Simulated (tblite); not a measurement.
C4H8FNSi2.
Atom-mapped SMILES: `[CH3:1][Si@H:2]([SiH3:3])/[C:4]([C:5]#[N:6])=[CH:7]\[F:8]` (hydrogens: H9, H10, H11 on C1; H12 on Si2; H13, H14, H15 on Si3; H16 on C7)

The geometry is computed with GFN2-xTB (gas phase).

Q: List the bond lengths, angles and torsions at this level.

A: 
```csv
bond,length (Å)
C1–Si2,1.901
Si2–Si3,2.323
Si2–C4,1.919
C4–C5,1.401
C5≡N6,1.148
C4=C7,1.328
C7–F8,1.342
"C1–H9, C1–H10, C1–H11",1.087
Si2–H12,1.474
"Si3–H13, Si3–H14, Si3–H15",1.465
C7–H16,1.082
```

Bonds in one row agree within 0.01 Å and their mean is given. A selection of angles:
```csv
angle,degrees
Si2–C1–H9,112.0
H9–C1–H10,107.7
C1–Si2–Si3,114.1
C1–Si2–C4,105.7
C1–Si2–H12,108.4
Si3–Si2–C4,107.9
Si3–Si2–H12,116.4
C4–Si2–H12,103.1
Si2–Si3–H13,111.8
Si2–Si3–H15,110.3
H13–Si3–H14,107.2
Si2–C4–C5,119.0
Si2–C4–C7,121.4
C5–C4–C7,119.5
C4–C5–N6,176.1
C4–C7–F8,120.7
C4–C7–H16,127.4
F8–C7–H16,111.9
```

Torsions: C1–Si2–C4–C5 14° (synperiplanar); Si2–C4–C7–F8 1° (synperiplanar).

Si3 (SiH3 silicon) is tetrahedral (angles from 107.2° to 112.2°). The 2 C–C bonds span 1.328 Å (C4=C7, drawn double) to 1.401 Å (C4–C5, drawn single), a spread of 0.073 Å. Si2 (SiH silicon) is distorted tetrahedral (angles from 103.1° to 116.4°). Of the pairs four or more bonds apart, C5···H11 is among the closest relative to their van der Waals radii: 3.04 Å, 105 % of the sum of Bondi's values.

Point group: C1 (no symmetry element, even within 0.4 Å). GFN2-xTB frequencies show an imaginary mode (25i cm⁻¹), so the point is no minimum at that level. 3 starts were optimised and ended at 0.00, 0.33 and 0.39 kcal/mol (GFN2-xTB); the lowest of these is shown.

The run took 1.1 s on an Arm Neoverse V2 with one thread, shared host with 96 logical CPUs at a one-minute load of 19. This is the geometry optimisation.
